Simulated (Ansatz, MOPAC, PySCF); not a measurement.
Molecule: GaH$_{2}$ (charge 0, doublet). SMILES: [GaH2]
Structure (B3LYP-D3(BJ)/def2-TZVP (Ansatz, a first-principles code) minimum search):
```
Ga
H 1 1.6011
H 1 1.6011 2 119.92
```
Charge 0, spin multiplicity 2.

Property: vertical electron affinity to the singlet, in eV. Conventions: non-relativistic; six Cartesian d functions in 6-31G* and its kin unless marked 5d; each state is the SCF solution reached for its charge and spin; no dispersion term unless named; LANL2DZ with its own core potentials from Na on; open shells spin-unrestricted; PM7 with its own dispersion and hydrogen-bond terms; frozen cores in correlated levels (noble-gas shells and the d and f shells of earlier blocks); spin-orbit terms left out. First-principles rows: single points at B3LYP-D3(BJ) geometries (Ansatz). Semi-empirical rows: differences of heats of formation at the shared geometry for vertical values. The spin state of an ion or metal species was assumed, not searched.

```json
[
 {"level": "PM3", "program": "MOPAC", "vertical electron affinity to the singlet (eV)": "2.89"},
 {"level": "PM6", "program": "MOPAC", "vertical electron affinity to the singlet (eV)": "1.23"},
 {"level": "PM7", "program": "MOPAC", "vertical electron affinity to the singlet (eV)": "0.43"},
 {"level": "MNDO", "program": "MOPAC", "vertical electron affinity to the singlet (eV)": "1.40"},
 {"level": "HF/6-31G*", "program": "Ansatz", "vertical electron affinity to the singlet (eV)": "-0.46"},
 {"level": "HF/6-31G* with LANL2DZ past Ar", "program": "Ansatz", "vertical electron affinity to the singlet (eV)": "-0.57"},
 {"level": "PBE/6-31G*", "program": "Ansatz", "vertical electron affinity to the singlet (eV)": "0.51"},
 {"level": "PBE/6-31G* with LANL2DZ past Ar", "program": "Ansatz", "vertical electron affinity to the singlet (eV)": "0.27"},
 {"level": "B3LYP/STO-3G", "program": "Ansatz", "vertical electron affinity to the singlet (eV)": "-3.45"},
 {"level": "B3LYP/3-21G", "program": "Ansatz", "vertical electron affinity to the singlet (eV)": "0.39"},
 {"level": "B3LYP/6-31G*", "program": "Ansatz", "vertical electron affinity to the singlet (eV)": "0.59"},
 {"level": "B3LYP/6-31G* with LANL2DZ past Ar", "program": "Ansatz", "vertical electron affinity to the singlet (eV)": "0.34"},
 {"level": "M06-2X/6-31G* with LANL2DZ past Ar (5d)", "program": "PySCF", "vertical electron affinity to the singlet (eV)": "0.37"},
 {"level": "MP2/6-31G*", "program": "Ansatz", "vertical electron affinity to the singlet (eV)": "0.03"},
 {"level": "PBE/def2-TZVPD", "program": "Ansatz", "vertical electron affinity to the singlet (eV)": "0.61"},
 {"level": "B3LYP/def2-TZVPD", "program": "Ansatz", "vertical electron affinity to the singlet (eV)": "0.70"},
 {"level": "wB97M-V/def2-TZVPD", "program": "Ansatz", "vertical electron affinity to the singlet (eV)": "0.61"}
]
```

No value to compare with is used here. The 14 habitual levels span -3.45 (B3LYP/STO-3G) to 2.89 eV (PM3); wB97M-V/def2-TZVPD gives 0.61.

The levels are drawn from those run, B3LYP/6-31G* more often than the rest, none by its result; runs whose electronic state is in doubt are left out.
